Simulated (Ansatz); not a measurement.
The cluster Be₄. Total charge 0; singlet. Geometry B3LYP/def2-TZVP; atoms count from 1.

```xyz
4

Be   -0.202    1.043   -0.664
Be   -0.390   -0.994   -0.656
Be   -0.633    0.063    1.080
Be    1.225   -0.113    0.240
```

The structure comes from a short search, and lower isomers may exist.

Estimate the Mulliken populations from the PBE0/def2-TZVP orbitals of Ansatz.


```csv
atom,charge (e)
Be1,0.00
Be2,0.00
Be3,0.00
Be4,0.00
```
Mulliken values depend strongly on the basis.

And the Mayer bond orders between heavy atoms (over 0.3)?

Be1–Be2 0.87 (2.05 Å); Be1–Be3 0.87 (2.05 Å); Be1–Be4 0.87 (2.05 Å); Be2–Be3 0.87 (2.05 Å); Be2–Be4 0.87 (2.05 Å); Be3–Be4 0.87 (2.05 Å).
